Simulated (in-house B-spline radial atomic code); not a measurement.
Removing one electron from Au L (Au49+)

Closed shell [Ar] 3d10 4s2. Computed with an all-electron radial atomic-structure program (B-spline basis): Koopmans values of Dirac-Hartree-Fock plus a diagonal self-energy, in second order or with its direct term screened (direct RPA, with the hole-particle interaction, or full time-dependent Hartree-Fock), linearised in energy; no-pair Dirac-Coulomb Hamiltonian, finite nucleus. Shifts add to the Koopmans value (the ΔSCF shift is orbital relaxation alone); the final value takes TDHF screening with Breit and QED.

Command:
```bash
python run_mb.py task.json out
```
Settings (nuclear radius in fm, box in bohr, cutoff in hartree):
```
basis_form          2
Z                   79
core_configuration  [Ar] 3d10 4s2
rms_radius          5.4371
mass_number         197
speed_of_light      137.036
box_radius          2.569
lmax                7
intervals           56
virtual_cutoff      24964.0
```

Cost of the run: 18 s on 1 thread of Arm Neoverse V1 (shared host).

Energies in eV:

```csv
subshell,Koopmans,ΔSCF shift,second order,direct RPA,hole-particle,TDHF,Breit + QED,final
4s1/2,2875.08,-0.291,?,?,?,?,?,?
```

Q: What does the self-energy do to 4s1/2?

A: It shifts the removal energy by 3.239 eV in second order, 2.493 with direct RPA, 2.805 with the hole-particle term and 2.974 with TDHF screening (quasi-particle weight 0.996); Breit and QED add -4.292 eV. The final value is 2873.76 eV, against 2870 ± 4 eV (NIST, tabulated theory).
